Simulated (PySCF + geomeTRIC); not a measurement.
The multiplicity is imposed and other spin states were not computed.

Species: [Ti(Cl)4]- (charge -1, multiplicity 2).

### Question
Give a relaxed geometry from TPSS-D3(BJ)/def2-SVP (PySCF + geomeTRIC).

### Answer
the end point of this relaxation.
Cartesian coordinates (Å) in one orientation:
```xyz
5

Ti    -0.020    -0.018     0.004
Cl    -1.122     0.312     1.981
Cl     1.633    -1.524     0.486
Cl     0.820     1.944    -0.817
Cl    -1.404    -0.805    -1.638
```
